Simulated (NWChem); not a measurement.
# SnSiH$_{4}$S, singlet; SMILES [SiH3][Sn][SH]

All runs: NWChem. Low-valent species are run as closed-shell singlets; no triplet was tried in these runs. Structure relaxed at the PBE0/def2-SVP level. Not confirmed as a minimum by frequencies. def2 effective core potentials on Sn; no spin-orbit coupling. Gas phase, vertical. One conformer.

PBE0/def2-SVPD, TDA puts singlet state 4 at 4.68 eV with oscillator strength 0.083.

Give the wavelength, the transition dipole and the radiative lifetime of that state in vacuum.


1. λ = 1239.84/4.68 = 265 nm, or 37750 cm⁻¹.
2. f = (2/3) ΔE μ² in atomic units, so μ = √(1.5 f/ΔE) = 0.85 a.u. = 2.16 D.
3. τ = 1.499 s cm⁻² / (f ν²) = 13 ns, for a non-degenerate state that emits at the vertical energy; a higher state like this one mostly decays faster by other paths.
